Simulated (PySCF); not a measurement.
C6H9FO2.
Numbering: `[CH3:1][O:2][C@@H:3]1[CH2:4][CH2:5][C@@H:6]1[C:7](=[O:8])[F:9]`

Geometry (GFN2-xTB, Å), atoms numbered from 1 in this order:
```xyz
18
C6H9FO2 angstrom
C      2.097   -1.186    0.327
O      1.365   -0.029    0.664
C      0.512    0.424   -0.333
C     -0.223    1.723    0.017
C     -1.535    1.105   -0.487
C     -0.881   -0.291   -0.520
C     -1.224   -1.184    0.616
O     -1.258   -2.367    0.643
F     -1.515   -0.493    1.750
H      2.761   -1.380    1.166
H      2.691   -1.021   -0.581
H      1.442   -2.049    0.174
H      1.032    0.469   -1.301
H     -0.217    1.882    1.092
H      0.126    2.619   -0.488
H     -2.389    1.203    0.177
H     -1.812    1.443   -1.483
H     -0.980   -0.863   -1.444
```

Definitions: NICS(0) = −σiso at the ring centroid; NICS(1) = −σiso and NICS(1)zz = −σzz at ±1 Å along the ring normal z. Level: GIAO PBE0/pcSseg-1 (PySCF, non-relativistic, gas phase) on the GFN2-xTB geometry, one conformer.

Ring bond lengths (Å), with Mayer bond orders in brackets: C3–C4 1.533 (1.02), C4–C5 1.535 (1.05), C5–C6 1.542 (0.99), C6–C3 1.578 (0.93).

Task: Give the NICS values of each ring in ppm.

Result: 
```
       ring                                            type  NICS(0)  NICS(1), two faces  NICS(1)zz, two faces  rms pucker (Å)  centre to ring atoms, mean (Å)
C3–C4–C5–C6  4-membered carbocycle; formal bonds all single     -0.8          0.2 / -2.1             2.6 / 0.1            0.09                            1.09
```

Task: What can be read from them?

Result: 
- C3–C4–C5–C6: mean NICS(1)zz 1.3 ppm, near zero. C3, C4, C5, C6 have four or more neighbours, so the value isn't read as a sign of a π ring current.

Task: At the second NICS(1) probe listed for ring C3–C4–C5–C6, 1 Å off the ring, how large is the induced field along the normal in 14.1 T applied along it?

Result: NICSzz × B0 = 0.1 ppm × 14.1 T = 1 μT, along the applied field.

Task: Give the inner angles of the rings and the Hirshfeld charges of the ring atoms.

Result: 
- C3–C4–C5–C6: C3 89.3° (+0.054 e), C4 89.7° (-0.078 e), C5 90.5° (-0.071 e), C6 87.8° (-0.047 e); sum 357.3° against 360° for a flat convex ring.

The run took 27 s wall on one thread of an Arm Neoverse V2, no GPU, on a shared host, and the process peaked at 0.87 GiB of memory. This is the whole shielding run at PBE0/pcSseg-1, SCF included.
